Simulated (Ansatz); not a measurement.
CH7NOSi2 can be A, `N=C(O)[SiH2][SiH3]`, or B, `OC1[SiH2]N[SiH2]1`.

Program: Ansatz. Geometries: PBE0-D4/def2-TZVP. ΔE: electronic, gas phase. CCSD(T)/CBS adds triple-zeta CCSD(T) − MP2 to the extrapolated MP2 energy (def2 sets, frozen cores). Functionals use def2-TZVPP. B3LYP here is the variant with VWN-RPA as its local correlation; programs differ in this. One conformer a species, not always the lowest.

A:

```xyz
12

N    -1.6739    1.0681    1.5051
C    -0.7018    1.0337    0.6972
O    -0.6111    1.9685   -0.2693
Si    0.7181   -0.2330    0.6174
Si    0.6974   -1.3218   -1.4532
H    -1.6293    0.3149    2.1837
H    -1.3729    2.5591   -0.1566
H     2.0099    0.4717    0.8285
H     0.4872   -1.1823    1.7385
H    -0.6396   -1.9300   -1.6839
H     0.9909   -0.3517   -2.5390
H     1.7251   -2.3973   -1.4684
```

B:

Z-matrix (Å, degrees):
```
Si
C 1 1.906
Si 1 2.593 2 47.3
N 1 1.733 2 88.6 3 -4.4
H 1 1.491 2 116.4 3 -120.4
H 1 1.488 2 113.5 3 113.2
O 2 1.420 1 114.0 3 -120.6
H 2 1.099 1 110.7 3 112.1
H 3 1.491 1 122.3 2 92.5
H 3 1.492 1 130.0 2 -91.9
H 4 1.004 1 131.4 2 -174.8
H 7 0.960 2 108.6 1 168.0
```

(1) Which is lower in electronic energy at CCSD(T)/CBS, and by how much? (An estimate is asked.)

(2) Give E(B) − E(A) in kcal/mol with B3LYP, ωB97M-V, PBE0-D4, B2PLYP, CCSD(T)/def2-TZVPP, r2SCAN-D4, PBE-D4. (Estimate.)

Largest T1 diagnostic: 0.015.

Results:

(1) Computed: B, by 28.2 kcal/mol.

(2) The calculation gave: B3LYP -22.1, ωB97M-V -28.6, PBE0-D4 -25.7, B2PLYP -25.0, CCSD(T)/def2-TZVPP -25.7, r2SCAN-D4 -24.4, PBE-D4 -20.9. None reverses the order clearly.

From PBE to PBE0 (25 % exact exchange), in def2-TZVPP and without D4, E(B) − E(A) moves by −5.0 kcal/mol. The D4 term adds −1.3 kcal/mol with B3LYP and −0.6 kcal/mol with PBE0; it sums over pairs of atoms, weighted by their polarisabilities, and B3LYP, whose exchange is more repulsive, gets the larger term.
